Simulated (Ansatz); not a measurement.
System: C2H3F3O2Si (charge 0, singlet). 
Coordinates optimised at B3LYP-D3(BJ)/def2-TZVP (Ansatz, a first-principles code):
```xyz
11

C     -2.9950    -0.0406    -0.1543
C     -1.6103     0.3006     0.2956
O     -1.3036     1.0454     1.1808
O     -0.6588    -0.3600    -0.4461
Si     0.9473    -0.1794    -0.1769
F      1.4249     1.2981    -0.4065
F      1.6598    -1.1003    -1.2326
F      1.3656    -0.6567     1.2587
H     -3.7204     0.4959     0.4497
H     -3.1115     0.2203    -1.2071
H     -3.1520    -1.1168    -0.0682
```
Charge 0, spin multiplicity 1.

Basis-set convergence of Hartree-Fock and CCSD correlation energies (hartree) with Ansatz. Correlated levels leave the core frozen unless marked. No spin-orbit coupling. No relativistic terms.

```
basis            functions       E(HF)  E(corr, CCSD)
---------------  ---------  ----------  -------------
aug-cc-pV(D+d)Z        220  -814.81487       -1.38587
aug-cc-pV(T+d)Z        446  (withheld)     (withheld)
```

Task: Some entries are withheld; supply them.

Result: 
- aug-cc-pV(T+d)Z, E(HF): -814.98868
- aug-cc-pV(T+d)Z, E(corr, CCSD): -1.68936
